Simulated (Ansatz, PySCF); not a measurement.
Potential energy curve for BO, doublet.

Computed with: UKS-B3LYP/6-31G* = unrestricted B3LYP/6-31G*, spherical d (PySCF); UMP2 = MP2 on UHF/cc-pVQZ, frozen core run with Ansatz (a program for electronic structure); ROHF/cc-pVQZ (Ansatz).

Energies are in mEh, each relative to the lowest point of its own curve near equilibrium.

| R / Å | UKS-B3LYP/6-31G* | UMP2 | ROHF |
|---|---|---|---|
| 0.92 | 268.2 | 257.4 | 231.2 |
| 0.95 | 199.4 | 191.6 | 167.8 |
| 1.03 | 78.0 | 75.1 | 58.4 |
| 1.09 | 29.8 | 28.7 | 17.9 |
| 1.12 | 15.5 | 14.9 | 7.1 |
| 1.19 | 0.5 | 0.4 | 0.0 |
| 1.20 | 0.0 | 0.0 | 0.6 |
| 1.22 | 0.1 | 0.1 | 2.9 |
| 1.28 | 6.9 | 7.3 | 16.1 |
| 1.34 | 21.1 | 22.1 | 36.5 |
| 1.40 | 39.9 | 42.7 | 61.3 |
| 1.48 | 68.7 | — | 91.6 |
| 1.63 | 124.7 | — | 118.7 |
| 1.83 | 170.2 | — | 159.4 |
| 1.97 | 193.6 | — | 186.6 |
| 2.12 | 216.7 | — | 213.2 |
| 2.42 | 254.2 | — | 258.7 |
| 2.63 | 271.1 | — | 284.8 |
| 2.93 | 285.6 | — | — |
| 3.24 | 294.4 | — | — |
| 3.56 | 300.1 | — | — |
| 4.24 | 306.2 | — | — |
| 4.77 | 308.9 | — | — |

Dashes: no converged value, or the column stops at the first point that the program doubted or that broke a chosen test of continuity, which isn't proof of a fault.

The unrestricted determinant behind UKS-B3LYP/6-31G* is spin-contaminated at 2.42 to 4.77 Å (<S²> up to 1.8, against 0.75 for a pure doublet). The unrestricted determinant behind UMP2 is spin-contaminated at 1.34 to 4.77 Å (<S²> up to 1.8, against 0.75 for a pure doublet).
